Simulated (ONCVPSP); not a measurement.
Potentials for molybdenum (Mo) compared

Generated with ld1.x 7.5 (TM, RRKJ, ultrasoft, PAW), atompaw 4.2 or ONCVPSP 4.0.1. The cutoff is in Ry: for ld1.x and atompaw files where the sum of valence levels is converged to 10 mRy in a Bessel basis, for ONCV files where the hardest occupied wave has 1 mHa per electron of residual kinetic energy. The error is the largest all-electron minus pseudo excitation energy over each file’s own four to seven test configurations (ionisations up to +4, promotions, holes and added fractions of an electron), all of which were solved. The labels leave out finer settings (local radius, basis sizes, second energies), which also bear on the numbers. Spin-polarised tests are not counted. The rows are a selection from randomly drawn settings: files with unsolved tests, undetermined cutoffs or missed reference levels are left out.

```csv
potential,cutoff (Ry),largest error (meV),bound ghosts
"ONCV, LDA (Perdew-Zunger), fully relativistic, rc 1.45/1.40/2.10 (spd), local smoothed, core correction yes, reference 4s2 4p6 4d4 5s2, qcut 8.1/4.7/7.3, projectors 2/3/2",194,+2.1,none
"ONCV, LDA (Perdew-Wang 92), scalar-relativistic, rc 1.85/1.65/2.30 (spd), local smoothed, core correction yes, reference 4s2 4p6 4d5 5s1, qcut 7.6/9.2/6.3, projectors 2/2/2",47,+32,none
"ONCV, PBE, scalar-relativistic, rc 2.15/1.35/2.10 (spd), local smoothed, core correction yes, reference 4s2 4p6 4d5 5s1, qcut 7.1/5.1/7, projectors 2/2/3",130,+12,none
"ONCV, PBEsol, fully relativistic, rc 3.05/1.70/2.55 (spd), local smoothed, core correction yes, reference 4p6 4d5 5s1, qcut 2.7/7.6/7.5, projectors 2/2/2",31,+78,none
"ONCV, LDA (Perdew-Wang 92), scalar-relativistic, rc 2.10/1.65/1.65 (spd), local smoothed, core correction yes, reference 4s2 4p6 4d5 5s1, qcut 6.8/7.2/6.6, projectors 3/3/3",37,+4.2,none
"ONCV, PBE, fully relativistic, rc 1.95/1.45/1.70/1.90 (spdf), local smoothed, core correction no, reference 4s2 4p6 4d5 5s1, qcut 7.3/10.8/4.7/6.7, projectors 2/2/2/2",98,+7.6,none
```

(1) Fill in the row for Mo: ONCV, LDA (Perdew-Wang 92), scalar-relativistic, rc 1.70/1.50/2.60 (spd), local smoothed, core correction yes, reference 4s2 4p6 4d4, qcut 7.8/9/5.1, projectors 1/1/2.

(2) Fill in the row for Mo: ONCV, LDA (Perdew-Wang 92), non-relativistic, rc 1.90/2.00/1.55 (spd), local smoothed, core correction yes, reference 4s2 4p6 4d5 5s0.5, qcut 5.5/6.8/5.5, projectors 2/2/1.

## Answers

(1) cutoff 51 Ry, largest error +332 meV, bound ghosts: none.

(2) cutoff 61 Ry, largest error -31 meV, bound ghosts: none.
